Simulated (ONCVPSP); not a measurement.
# Plane-wave convergence, ONCV potential for beryllium

- Element: Be (Z = 4)
- Generator: ONCVPSP 4.0.1
- Type: optimised norm-conserving Vanderbilt (ONCV)
- Functional: PBEsol
- Relativity: scalar-relativistic
- Frozen core: [He]
- Valence charge: 2
- Reference configuration: 2s1 (charge +1)
- Partial waves: 2s: rc 2.42 bohr, ncon 4, nbas 8, qcut 4 1/bohr, 1 projector; p scattering state at 0.03 Ha: rc 2.50 bohr, ncon 5, nbas 8, qcut 5 1/bohr, 3 projectors, debl 3.9 Ha; d scattering state at 0.12 Ha: rc 2.56 bohr, ncon 5, nbas 8, qcut 5.4 1/bohr, 2 projectors, debl 0.9 Ha
- Local potential: polynomial inside 2.10 bohr (lpopt 5, dvloc0 3 Ha)
- Core correction: polynomial model core, fcfact 0.6

In the p channel the program set the typed energies aside and used 0.050, 3.950, 7.850 Ha.

Task: For each optimised wave give the share of its norm inside rc, the residual kinetic energy above qcut (Ha) and the cutoffs (Ha) for errors of 10, 1, 0.1 and 0.01 mHa per electron.

Result:

```
         wave  norm inside rc  residual KE  10 mHa  1 mHa  0.1 mHa  0.01 mHa
           2s           0.609      9.3e-06     2.3    4.8      6.5       7.9
p projector 1           0.206      2.4e-05     5.2    8.4     11.0      19.9
p projector 2           0.144      8.3e-03    12.1   36.9     44.8      49.3
p projector 3           0.104      1.1e-01    40.6   55.5     61.6      74.7
d projector 1           0.273      1.7e-07     2.1    4.5      7.2      10.3
d projector 2           0.343      6.5e-06     4.2    7.8     10.3      13.8
```

The occupied waves need 4.8 Ha and 6.5 Ha for 1 and 0.1 mHa. The cutoffs count occupied waves only; projector 3 of the p channel, the hardest unoccupied one, needs 56 Ha at the loose tolerance.
